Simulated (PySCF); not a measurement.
Isomers C5H4FNO:

A. `InChI=1S/C5H4FNO/c6-5-2-1-4(3-7)8-5/h1-3,7H/b7-3-`
B. SMILES [O-][n+]1ccc(F)cc1
C. SMILES C=C(C#N)[C@@]1(F)CO1
D. SMILES o1cc(C=C)c(F)n1
E. `N#C[C@H](F)OC1C=C1`

Spectrum 1. ¹H NMR (300 MHz, computed): δ 8.23 (m, 2H), 7.12 (m, 2H). ¹³C{¹H} NMR (computed): δ 164.8 (C), 145.3 (CH), 120.8 (CH).

Spectrum 2. ¹H NMR (300 MHz, computed): δ 10.88 (br s, 1H), 8.17 (s, 1H), 7.13 (m, 1H), 5.93 (m, 1H). ¹³C{¹H} NMR (computed): δ 168.3 (C), 158.8 (CH), 146.9 (C), 118.0 (CH), 93.2 (CH).

Spectrum 3. ¹H NMR (300 MHz, computed): δ 8.33 (m, 1H), 6.72 (m, 1H), 6.39 (m, 1H), 5.75 (m, 1H). ¹³C{¹H} NMR (computed): δ 182.1 (C), 165.0 (CH), 128.5 (CH), 125.6 (CH2), 116.4 (C).

Spectrum 4. ¹H NMR (300 MHz, computed): δ 6.98 (dd, J = 2.1, 1.1 Hz, 1H), 6.79 (dd, J = 2.0, 1.1 Hz, 1H), 3.20 (dd, J = 5.8, 4.2 Hz, 1H), 3.04 (dd, J = 5.8, 3.1 Hz, 1H). ¹³C{¹H} NMR (computed): δ 145.7 (CH2, d, J = 3.4 Hz), 126.3 (C, d, J = 34.7 Hz), 120.0 (C, d, J = 6.8 Hz), 93.1 (C, d, J = 324.0 Hz), 51.7 (CH2, d, J = 18.4 Hz).

Spectrum 5. ¹H NMR (300 MHz, computed): δ 7.86 (m, 1H), 7.68 (m, 1H), 6.15 (m, 1H), 4.10 (m, 1H). ¹³C{¹H} NMR (computed): δ 133.0 (CH), 125.3 (CH), 117.6 (C), 101.2 (CH), 53.2 (CH).

[PySCF 2.14: shielding tensors at PBE0/pcSseg-1 (GIAO); J couplings at B3LYP/pcJ-1 (spin–dipole term left out of most H,H and C,H couplings); geometry from GFN2-xTB; a single conformation; averaged over atoms made equivalent by symmetry, fast rotation or ring inversion; non-relativistic Hamiltonian; no solvent]

Chemical shifts δ = σref − σ; TMS for ¹H (σ = 31.72 ppm) and ¹³C (σ = 186.93 ppm), all at this level. Multiplet labels drop J under 1 Hz and among equivalent protons, and merge close values. Unscaled 3J(H,H) run several per cent high. Splittings of carbon signals by F and P are missing where no couplings were computed. Where no couplings were computed, multiplicities follow the n + 1 count of equivalent neighbours, and m marks all less simple cases (inequivalent or close neighbours, rings, F or P nearby). One-bond C–F couplings are unscaled and too large by tens of Hz. Shifts are as computed. Against solution values, carbons near 30 ppm lie about +3 ppm off and those near 130 ppm about +5 ppm. Of 1211 compounds with measured shifts, 218 miss one by over three times the rms of a fit or turn the order of signals round; such compounds aren't used in these exercises. OH and NH positions are gas-phase values without hydrogen bonding to other molecules.

Which spectrum belongs to which compound?

Results:

1–B, 2–A, 3–D, 4–C, 5–E.

- Spectrum 1 (B): 3 ¹³C signals; δC 164.8 is an aromatic carbon bearing fluorine; δC 145.3 is an aromatic CH next to a ring nitrogen.
- Spectrum 2 (A): 5 ¹³C signals; δC 168.3 is an aromatic carbon bearing fluorine; δH 10.88 is the hydrogen on an imine nitrogen.
- Spectrum 3 (D): 5 ¹³C signals; δC 182.1 is an aromatic carbon bearing fluorine; δC 128.5 is an alkene CH.
- Spectrum 4 (C): 5 ¹³C signals; δC 145.7 is a terminal =CH2 carbon; δC 126.3 is a fully substituted alkene carbon.
- Spectrum 5 (E): 5 ¹³C signals; δC 133.0 is an alkene CH; δC 125.3 is an alkene CH.
